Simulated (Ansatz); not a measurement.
System: C2H7Si, charge 0, multiplicity 2. It need not be the lowest isomer of its formula. 
Geometry from a B3LYP-D3(BJ)/def2-TZVP (Ansatz, a program for electronic structure) optimisation:
```
Si
H 1 1.4870
H 1 1.4898 2 106.49
C 1 1.8442 2 109.37 3 118.69
H 4 1.0846 1 122.83 2 -44.40
H 4 1.0848 5 114.36 1 178.36
C 1 1.8749 2 110.45 3 -118.72
H 7 1.0916 1 110.96 2 59.33
H 7 1.0917 8 108.05 1 121.86
H 7 1.0920 8 107.90 9 116.60
```
Charge 0, spin multiplicity 2.

Wanted: atomisation energy (electronic, to ground-state atoms), in eV. Correlated levels leave the core frozen unless marked. Open shells are spin-unrestricted. No spin-orbit coupling. No relativistic terms. The coupled-cluster limit lacks core correlation, which all-electron functionals hold. CBS marks a two-point X^-3 extrapolation of the correlation energy; Hartree-Fock from the larger set (for Q and 5 zeta extrapolated as (X+1)exp(-9√X)).

```tsv
level	program	atomisation energy (eV)
PBE-D3(BJ)/def2-TZVPD	Ansatz + dftd3	35.93
r2SCAN-D4/def2-TZVPD	Ansatz + dftd4	35.93
PBE-QIDH/def2-TZVPD	Ansatz	[?]
SCS-MP2/6-31G*	Ansatz	32.08
SCS-MP2/aug-cc-pV(T+d)Z	Ansatz	35.24
SCS-MP2/aug-cc-pV(Q+d)Z	Ansatz	35.72
CCSD(T)/CBS(cc-pV(Q+d)Z,cc-pV(5+d)Z)	Ansatz	35.72
```

Problem. What belongs in the gaps?

Solution. 
- PBE-QIDH/def2-TZVPD, atomisation energy (eV): 35.41
